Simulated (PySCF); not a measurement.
AlH₅OP₂.

```xyz
9

Al     0.3280    -0.1893    -0.1070
O      1.7730    -0.9099    -0.6610
H      2.4809    -1.3049    -0.1446
P     -0.1266     0.0543     2.1815
H      0.2723    -1.2858     2.4881
H     -1.5058    -0.2854     2.0138
P     -0.9807     0.7865    -1.7745
H     -2.2083     0.3701    -1.1688
H     -0.8789    -0.3666    -2.6143
```

Geometry optimised at B3LYP-D3(BJ)/def2-SVP. The structure was generated by enumeration; whether it is a known compound was not checked. One conformer was computed; it need not be the lowest.

All values below come from PBE/pcSseg-1 run with PySCF. Non-relativistic, no solvent.

Computed absolute GIAO shielding of each atom: isotropic value and principal components (ppm):
```
atom  σ(iso)    σ11    σ22    σ33   span
----  ------  -----  -----  -----  -----
Al1    313.1  223.2  330.9  385.3  162.1
O2     225.0  126.7  260.7  287.4  160.7
H3      27.7   22.3   22.5   38.4   16.2
P4     588.5  516.6  603.2  645.8  129.2
H5      30.0   25.5   26.8   37.7   12.2
H6      30.1   25.4   27.8   37.2   11.9
P7     597.0  521.6  613.9  655.4  133.8
H8      30.3   25.4   27.9   37.5   12.1
H9      29.8   25.0   26.6   37.7   12.7
```
